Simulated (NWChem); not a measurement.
System: SiNH$_{3}$Cl$_{2}$; SMILES N[SiH](Cl)Cl

The following NWChem deck was run.

```
start job
memory heap 200 mb stack 900 mb global 1100 mb
geometry units angstroms noautosym nocenter noautoz
  Si     0.304076     0.437537    -0.005742
  N      1.886276    -0.179118     0.128720
  Cl    -0.803621    -0.341183    -1.574303
  Cl    -0.703305    -0.049321     1.720642
  H      0.353493     1.903085    -0.199681
  H      2.610050     0.136540    -0.507825
  H      2.047449    -1.130022     0.442252
end
basis spherical
  * library 6-31g*
end
dft
  xc b3lyp
  iterations 150
end
property
  shielding
end
task dft property
```

NWChem printed, in part:

```
             Northwest Computational Chemistry Package (NWChem) 7.3.0
             --------------------------------------------------------

                             Geometry "geometry" -> ""
                             -------------------------

 Output coordinates in angstroms (scale by  1.889725989 to convert to a.u.)

  No.       Tag          Charge          X              Y              Z
 ---- ---------------- ---------- -------------- -------------- --------------
    1 Si                  14.0000     0.30407600     0.43753700    -0.00574200
    2 N                    7.0000     1.88627600    -0.17911800     0.12872000
    3 Cl                  17.0000    -0.80362100    -0.34118300    -1.57430300
    4 Cl                  17.0000    -0.70330500    -0.04932100     1.72064200
    5 H                    1.0000     0.35349300     1.90308500    -0.19968100
    6 H                    1.0000     2.61005000     0.13654000    -0.50782500
    7 H                    1.0000     2.04744900    -1.13002200     0.44225200

 Effective nuclear repulsion energy (a.u.)     275.9515516576

                              NWChem Property Module
                              ----------------------

  itol2e modified to match energy
  convergence criterion.

                                 NWChem DFT Module
                                 -----------------

 Summary of "ao basis" -> "ao basis" (spherical)
 ------------------------------------------------------------------------------
       Tag                 Description            Shells   Functions and Types
 ---------------- ------------------------------  ------  ---------------------
 Si                          6-31g*                  8       18   4s3p1d
 N                           6-31g*                  6       14   3s2p1d
 Cl                          6-31g*                  8       18   4s3p1d
 H                           6-31g*                  2        2   2s

  itol2e modified to match energy
  convergence criterion.

            General Information
            -------------------
          SCF calculation type: DFT
          Wavefunction type:  closed shell.
          No. of atoms     :     7
          No. of electrons :    58
           Alpha electrons :    29
            Beta electrons :    29
          Charge           :     0
          Spin multiplicity:     1
          Use of symmetry is: off; symmetry adaption is: off
          Maximum number of iterations: 150
          AO basis - number of functions:    74
                     number of shells:    36
          Convergence on energy requested:  1.00D-07
          Convergence on density requested:  1.00D-05
          Convergence on gradient requested:  5.00D-04

              XC Information
              --------------
                         B3LYP Method XC Potential
                     Hartree-Fock (Exact) Exchange  0.200
                        Slater Exchange Functional  0.800 local
                    Becke 1988 Exchange Functional  0.720 non-local
              Lee-Yang-Parr Correlation Functional  0.810
                  VWN I RPA Correlation Functional  0.190 local

             Grid Information
             ----------------
          Grid used for XC integration:  fine
          Radial quadrature: Mura-Knowles
          Angular quadrature: Lebedev.
          Tag              B.-S. Rad. Rad. Pts. Rad. Cut. Ang. Pts.
          ---              ---------- --------- --------- ---------
          Si                  1.10      123           8.0       770
          N                   0.65       70          10.0       590
          Cl                  1.00      123          11.0       770
          H                   0.35       60          11.0       590
          Grid pruning is: on
          Number of quadrature shells:   619
          Spatial weights used:  Erf1

      Superposition of Atomic Density Guess
      -------------------------------------

 Sum of atomic energies:       -1263.50690882

      Non-variational initial energy
      ------------------------------

 Total energy =   -1264.795852
 1-e energy   =   -2295.690375
 2-e energy   =     754.942971
 HOMO         =      -0.358371
 LUMO         =       0.071596

   convergence    iter        energy       DeltaE   RMS-Dens  Diis-err
 ---------------- ----- ----------------- --------- --------- ---------
 d= 0,ls=0.0,diis     1  -1266.4972867303 -1.54D+03  1.51D-02  5.36D-01
 d= 0,ls=0.0,diis     2  -1266.4979549823 -6.68D-04  8.48D-03  4.63D-01
 d= 0,ls=0.0,diis     3  -1266.5574238048 -5.95D-02  1.63D-03  2.75D-02
 d= 0,ls=0.0,diis     4  -1266.5603505983 -2.93D-03  6.13D-04  3.08D-03
 d= 0,ls=0.0,diis     5  -1266.5607390212 -3.88D-04  9.63D-05  6.45D-05
  Resetting Diis
 d= 0,ls=0.0,diis     6  -1266.5607469295 -7.91D-06  1.98D-05  1.57D-06
 d= 0,ls=0.0,diis     7  -1266.5607471358 -2.06D-07  8.77D-06  1.26D-07
 d= 0,ls=0.0,diis     8  -1266.5607471407 -4.90D-09  4.41D-06  9.15D-08

         Total DFT energy =    -1266.560747140747
      One electron energy =    -2298.388240590974
           Coulomb energy =      841.512828653817
    Exchange-Corr. energy =      -85.636886861196
 Nuclear repulsion energy =      275.951551657606

 Numeric. integr. density =       58.000000005088

                       DFT Final Molecular Orbital Analysis
                       ------------------------------------

 Vector   27  Occ=2.000000D+00  E=-3.270092D-01
              MO Center= -4.2D-01,  1.2D-01, -9.9D-02, r^2= 4.2D+00
   Bfn.  Coefficient  Atom+Function         Bfn.  Coefficient  Atom+Function
  ----- ------------  ---------------      ----- ------------  ---------------
    40      0.453794  3 Cl py                58      0.410382  4 Cl py
    70     -0.252689  5 H  s                 44      0.245058  3 Cl py
    62      0.213731  4 Cl py                36     -0.177187  3 Cl py
    69     -0.167323  5 H  s                 54     -0.159922  4 Cl py
    41      0.119242  3 Cl pz                59      0.119230  4 Cl pz

 Vector   28  Occ=2.000000D+00  E=-3.208820D-01
              MO Center= -6.0D-01, -1.7D-01, -3.7D-01, r^2= 3.9D+00
   Bfn.  Coefficient  Atom+Function         Bfn.  Coefficient  Atom+Function
  ----- ------------  ---------------      ----- ------------  ---------------
    41      0.441529  3 Cl pz                40     -0.349343  3 Cl py
    59      0.348484  4 Cl pz                45      0.241974  3 Cl pz
    57      0.231708  4 Cl px                63      0.186433  4 Cl pz
    44     -0.184993  3 Cl py                37     -0.171817  3 Cl pz
    39     -0.137650  3 Cl px                36      0.136572  3 Cl py

 Vector   29  Occ=2.000000D+00  E=-2.865663D-01
              MO Center=  1.3D+00, -1.4D-01, -8.2D-03, r^2= 2.9D+00
   Bfn.  Coefficient  Atom+Function         Bfn.  Coefficient  Atom+Function
  ----- ------------  ---------------      ----- ------------  ---------------
    23      0.430458  2 N  pz                27      0.356693  2 N  pz
    39      0.317036  3 Cl px                22      0.245224  2 N  py
    26      0.203089  2 N  py                43      0.182240  3 Cl px
    57     -0.172372  4 Cl px                21      0.165551  2 N  px
    25      0.143074  2 N  px                35     -0.122357  3 Cl px

 Vector   30  Occ=0.000000D+00  E= 1.344312D-02
              MO Center= -1.7D-01,  3.0D-01,  1.7D-01, r^2= 4.2D+00
   Bfn.  Coefficient  Atom+Function         Bfn.  Coefficient  Atom+Function
  ----- ------------  ---------------      ----- ------------  ---------------
    10      0.860259  1 Si s                 11     -0.814959  1 Si px
    60     -0.787820  4 Cl s                 63      0.588148  4 Cl pz
     6      0.509644  1 Si s                 13      0.500110  1 Si pz
     7     -0.415790  1 Si px                45     -0.416473  3 Cl pz
    12     -0.358127  1 Si py                42     -0.352500  3 Cl s

 Vector   31  Occ=0.000000D+00  E= 2.749524D-02
              MO Center=  1.0D+00, -7.0D-04, -4.4D-01, r^2= 4.5D+00
   Bfn.  Coefficient  Atom+Function         Bfn.  Coefficient  Atom+Function
  ----- ------------  ---------------      ----- ------------  ---------------
    24      1.165491  2 N  s                 10     -0.763425  1 Si s
    13      0.550172  1 Si pz                11     -0.491966  1 Si px
    72     -0.445651  6 H  s                 74     -0.436854  7 H  s
    12      0.376969  1 Si py                42      0.363945  3 Cl s
    43      0.349691  3 Cl px                 6     -0.283248  1 Si s

 Vector   32  Occ=0.000000D+00  E= 4.545010D-02
              MO Center=  5.8D-01,  5.1D-01,  9.3D-02, r^2= 4.7D+00
   Bfn.  Coefficient  Atom+Function         Bfn.  Coefficient  Atom+Function
  ----- ------------  ---------------      ----- ------------  ---------------
    13      1.099348  1 Si pz                24     -0.797070  2 N  s
    42      0.658256  3 Cl s                 11      0.599209  1 Si px
     9      0.463507  1 Si pz                72      0.379662  6 H  s
    60     -0.375628  4 Cl s                 61     -0.342333  4 Cl px
    44      0.284308  3 Cl py                45      0.284336  3 Cl pz

     Multipole analysis of the density
     ---------------------------------

     L   x y z        total         alpha         beta         nuclear
     -   - - -        -----         -----         ----         -------
     0   0 0 0     -0.000000    -29.000000    -29.000000     58.000000

[...]

          -----------------------------------------
          Chemical Shielding Tensors (GIAO, in ppm)
          -----------------------------------------

                                NWChem CPHF Module
                                ------------------

  scftype          =     RHF
  nclosed          =       29
  nopen            =        0
  variables        =     1305
  # of vectors     =        3
  tolerance        = 0.10D-03
  level shift      = 0.00D+00
  max iterations   =       50
  max subspace     =       30

 SCF residual:    5.2680585319697113E-005

Iterative solution of linear equations
  No. of variables     1305
  No. of equations        3
  Maximum subspace       30
        Iterations       50
       Convergence  1.0D-04

   iter   nsub   residual    time
   ----  ------  --------  ---------
     1      3    2.38D-01      25.6
     2      6    7.80D-03      28.2
     3      9    4.82D-04      30.9
     4     12    1.42D-05      33.6

      Atom:    1  Si
        Diamagnetic
    883.7584      1.5566      0.0595
      1.5566    876.8643      0.2783
      0.0595      0.2783    886.3234

        Paramagnetic
   -464.8542    -11.4884    -12.5241
    -11.4884   -493.8400     10.8238
    -12.5241     10.8238   -477.8838

        Total Shielding Tensor
    418.9042     -9.9318    -12.4647
     -9.9318    383.0244     11.1021
    -12.4647     11.1021    408.4395

           isotropic =     403.4560
          anisotropy =      42.0906

          Principal Components and Axis System
                 1           2           3
              431.5164    400.7037    378.1480

      1         0.7782      0.6117      0.1425
      2        -0.2872      0.1448      0.9468
      3        -0.5585      0.7778     -0.2884

      Atom:    2  N
        Diamagnetic
    336.3405     -7.6634     -3.0633
     -7.6634    317.5871     -7.2261
     -3.0633     -7.2261    310.2140

        Paramagnetic
    -95.1095    -10.3467     -3.2663
    -10.3467   -109.3523      8.8614
     -3.2663      8.8614    -92.8944

        Total Shielding Tensor
    241.2310    -18.0100     -6.3296
    -18.0100    208.2348      1.6354
     -6.3296      1.6354    217.3196

           isotropic =     222.2618
          anisotropy =      42.2312

          Principal Components and Axis System
                 1           2           3
              250.4160    216.1292    200.2403

      1         0.9000      0.1489      0.4098
      2        -0.3917     -0.1367      0.9099
      3        -0.1915      0.9794      0.0647

      Atom:    3  Cl
        Diamagnetic
   1147.3703      1.8727      4.2970
      1.8727   1144.9226      2.7998
      4.2970      2.7998   1151.8978

        Paramagnetic
   -312.9890     47.8226     76.4830
     47.8226   -406.0348     85.1551
     76.4830     85.1551   -262.2135

        Total Shielding Tensor
    834.3813     49.6953     80.7800
     49.6953    738.8877     87.9550
     80.7800     87.9550    889.6843

           isotropic =     820.9845
          anisotropy =     250.5371

          Principal Components and Axis System
                 1           2           3
              988.0092    777.8163    697.1278

      1         0.5235      0.8443     -0.1140
      2         0.3746     -0.1079      0.9209
      3         0.7652     -0.5248     -0.3728

      Atom:    4  Cl
        Diamagnetic
   1146.9457      1.0507     -4.2486
      1.0507   1144.2003     -1.6200
     -4.2486     -1.6200   1153.2152

        Paramagnetic
   -270.1596     34.7887    -41.9356
     34.7887   -373.4054    -29.5447
    -41.9356    -29.5447   -147.7486

        Total Shielding Tensor
    876.7861     35.8394    -46.1842
     35.8394    770.7949    -31.1647
    -46.1842    -31.1647   1005.4666

           isotropic =     884.3492
          anisotropy =     213.7826

          Principal Components and Axis System
                 1           2           3
             1026.8709    867.5397    758.6369

      1        -0.3248      0.9083     -0.2636
      2        -0.1589      0.2223      0.9619
      3         0.9323      0.3544      0.0721

      Atom:    5  H
        Diamagnetic
     23.6425      1.6354     -0.1155
      1.6354     39.8725     -2.1652
     -0.1155     -2.1652     24.3655

        Paramagnetic
     -0.3295     -0.5333      0.4642
     -0.5333     -7.3208      1.3901
      0.4642      1.3901     -0.4627

        Total Shielding Tensor
     23.3130      1.1021      0.3487
      1.1021     32.5517     -0.7751
      0.3487     -0.7751     23.9027

           isotropic =      26.5892
          anisotropy =       9.2287

          Principal Components and Axis System
                 1           2           3
               32.7416     24.0591     22.9668

      1         0.1127      0.4509      0.8854
      2         0.9902      0.0229     -0.1377
      3        -0.0824      0.8923     -0.4439

      Atom:    6  H
        Diamagnetic
     38.9422      3.4523    -10.0275
      3.4523     22.1364     -4.0805
    -10.0275     -4.0805     27.5585

        Paramagnetic
     -1.6389     -0.9545      3.6441
     -0.9545      4.3288      1.4361
      3.6441      1.4361      2.6266

        Total Shielding Tensor
     37.3034      2.4978     -6.3834
      2.4978     26.4652     -2.6444
     -6.3834     -2.6444     30.1851

           isotropic =      31.3179
          anisotropy =      15.7971

          Principal Components and Axis System
                 1           2           3
               41.8493     27.1125     24.9919

      1         0.8332      0.5361      0.1357
      2         0.2223     -0.5494      0.8054
      3        -0.5064      0.6409      0.5770

      Atom:    7  H
        Diamagnetic
     27.3282     -7.3173      1.3410
     -7.3173     38.6880     -6.8378
      1.3410     -6.8378     22.0594

        Paramagnetic
      2.8182      2.8091     -0.5242
      2.8091     -2.0718      2.4361
     -0.5242      2.4361      4.9788

        Total Shielding Tensor
     30.1464     -4.5082      0.8168
     -4.5082     36.6162     -4.4016
      0.8168     -4.4016     27.0381

           isotropic =      31.2669
          anisotropy =      13.5917

          Principal Components and Axis System
                 1           2           3
               40.3281     28.3685     25.1042

      1        -0.4056      0.8817      0.2411
      2         0.8600      0.2787      0.4275
      3        -0.3097     -0.3808      0.8712
```

Level: B3LYP/6-31G* (spherical d), GIAO. Coordinates come from a PBE0/def2-SVP optimisation. The printed shielding anisotropy is the first printed principal value minus the mean of the other two.
